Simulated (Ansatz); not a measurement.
Coupled-cluster diagnostics for SiSn₄, Ansatz.

Geometry of the singlet (PBE-D4/def2-SVP):

```xyz
5

Si    0.180    0.595   -1.026
Sn    2.405   -0.285   -0.146
Sn   -0.373   -1.910   -0.259
Sn   -2.311    0.458   -0.164
Sn    0.100    1.141    1.594
```

In the def2 sets Sn takes a core potential; there is no spin–orbit coupling. Correlated methods freeze 21 core orbitals; core or outer-core shells of Sn are correlated, in sets that lack core-valence functions. Another isomer (singlet) lies 0.52 eV lower at PBE0-D4/def2-TZVP; other spin states weren't run for this one.

Estimate the CCSD(T) correlation energy, the shares of MP2 and (T), T1 and the reference's ⟨S²⟩ for: charge 0, singlet, own geometry in def2-SVP; and the rough time on 4 threads of Arm Neoverse V2 on a shared host.


```tsv
state	basis	correlation (eV)	MP2 share (%)	(T) share (%)	T1	⟨S²⟩ (pure)	wall time	remarks
charge 0, singlet, own geometry	def2-SVP	-14.944	90.6	7.1	0.017	0.00 (0.00)	37 s	restricted SCF unstable
```
Customary marks for T1 are 0.02 (closed shells), 0.045 (open shells) and about 0.05 (3d metals). T1 stays under 0.02 throughout.
